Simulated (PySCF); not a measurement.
C₃H₉FSi, SMILES CC[Si@H](C)F.

The structure is a stationary point at PBE-D3(BJ)/def2-SVP. The structure was generated by enumeration; whether it is a known compound was not checked. One conformer was computed; it need not be the lowest.

All values below come from PySCF with PBE-D3(BJ)/def2-SVP.

Frequencies are harmonic and unscaled.

Computed harmonic wavenumbers and intensities:
```csv
mode,ν (cm⁻¹),IR (km/mol),moving atoms (share of kinetic energy)
1,61,0.6,"H 45 %, C 43 %, F 9 %"
2,141,0.9,"H 49 %, C 33 %, F 10 %"
3,146,0.3,"H 75 %, C 14 %, F 9 %"
4,183,1.1,"H 72 %, Si 12 %, C 11 %"
5,224,5.3,"F 38 %, H 29 %, C 24 %, Si 10 %"
6,269,3.0,"H 51 %, C 24 %, Si 20 %"
7,309,4.7,"C 39 %, F 25 %, H 19 %, Si 17 %"
8,587,6.3,H 92 %
9,617,5.4,"C 56 %, H 30 %, Si 11 %"
10,687,16.8,"H 51 %, C 31 %, Si 15 %"
11,739,11.0,"H 65 %, C 23 %, Si 10 %"
12,752,82.9,"H 57 %, Si 21 %, C 20 %"
13,801,17.9,"H 58 %, F 30 %, Si 9 %"
14,859,157.2,"H 66 %, Si 16 %, C 12 %"
15,890,137.4,"H 45 %, Si 31 %, F 19 %"
16,951,30.0,"H 81 %, C 15 %"
17,954,25.8,"H 76 %, C 19 %"
18,1021,22.0,"C 71 %, H 28 %"
19,1202,1.7,"H 79 %, C 21 %"
20,1214,8.8,"H 58 %, C 40 %"
21,1220,35.2,"H 77 %, C 22 %"
22,1346,0.8,"H 82 %, C 18 %"
23,1377,3.0,H 94 %
24,1379,1.3,H 95 %
25,1385,8.0,H 94 %
26,1425,4.6,H 96 %
27,1430,7.0,H 97 %
28,2154,143.5,H 97 %
29,2964,25.8,H 97 %
30,2970,12.1,H 95 %
31,2976,1.1,H 97 %
32,3020,1.9,"H 91 %, C 9 %"
33,3048,18.9,"H 91 %, C 9 %"
34,3050,24.2,"H 91 %, C 9 %"
35,3073,3.6,"H 91 %, C 9 %"
36,3081,2.4,"H 91 %, C 9 %"
```
